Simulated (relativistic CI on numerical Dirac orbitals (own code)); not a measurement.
## Slater and spin-orbit integrals, La6+

These numbers are calculated, not measured: Dirac-Coulomb-Breit CI, separate exchange-only KLI orbitals for each configuration, a model potential for QED, unscaled Slater integrals (own radial code, finite nucleus).

Slater integrals F^k, G^k are unscaled and averaged over j, outside the closed core [Kr] 4d10; ζ comes from projecting the Hamiltonian with its Breit term on Σ l·s of the shell.

- 5s²5p³: F^2(5p,5p) = 65775, ζ(5p) = 16767 cm⁻¹; <r>(5p) = 1.636, <r^2>(5p) = 2.989 (bohr units).
- 5s5p⁴: F^2(5p,5p) = 65831, G^1(5s,5p) = 86004, ζ(5p) = 16639 cm⁻¹; <r>(5s) = 1.472, <r^2>(5s) = 2.416, <r>(5p) = 1.633, <r^2>(5p) = 2.982 (bohr units).
- 5s²5p²4f: F^2(5p,5p) = 64905, ζ(5p) = 16052, F^2(5p,4f) = 54064, G^2(5p,4f) = 30692, G^4(5p,4f) = 23773, ζ(4f) = 449.86 cm⁻¹; <r>(5p) = 1.658, <r^2>(5p) = 3.073, <r>(4f) = 1.046, <r^2>(4f) = 1.351 (bohr units).

Averages of the first 10 configurations, taken without configuration mixing, which lowers the lowest level and can move excited configurations by several eV; other configurations of the list can lie among them:

```tsv
Configuration	Parity	States	Average energy above the lowest level (eV)
5s²5p³	odd	20	5.1
5s5p⁴	even	30	25.3
5s²5p²4f	odd	210	20.4
5s²5p²5d	even	150	32.1
5p⁵	odd	6	48.5
5s5p³5d	odd	400	51.1
5s²5p²5f	odd	210	56.4
5s²5p4f5d	even	840	46.8
5s5p³4f	even	560	38.9
5s5p²4f²	even	2730	55.3
```
